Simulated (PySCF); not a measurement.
**Iridium: a sound run and one with changed settings**

Sound run: Ir [Xe] 4f14 5d7 6s2, Ir⁺ [Xe] 4f14 5d7 6s1. All numbers are calculated (PySCF 2.14, a scalar-relativistic core potential, in def2-SVP with the def2 core potential (60 electrons) (6s3p2d1f, 32 functions)). The sound run starts from symmetry-adapted Hartree-Fock orbitals and uses a fine grid where one is needed.

Changed run: radial step 0.5 in ln r (0.13 in the sound run). This setting is unsound on purpose.

```
species  method  sound run (hartree)  changed run (hartree)  converged
     Ir     UHF           -103.43852             -103.43852        yes
     Ir     PBE           -104.26412             -104.18847        yes
     Ir   B3LYP           -104.27258             -104.21755        yes
    Ir⁺     UHF           -103.17992             -103.17992        yes
    Ir⁺     PBE           -103.93663             -103.86038        yes
    Ir⁺   B3LYP           -103.94198             -103.88703        yes
```

Ionisation energy of Ir:

```csv
method,sound run (eV),changed run (eV)
UHF,7.037,7.037
PBE,8.911,8.928
B3LYP,8.996,8.994
```

A coarse radial grid mis-integrates the density and the exchange-correlation energy, with errors of either sign; Hartree-Fock needs no grid.

For comparison, NIST gives 8.967 eV between the lowest levels.
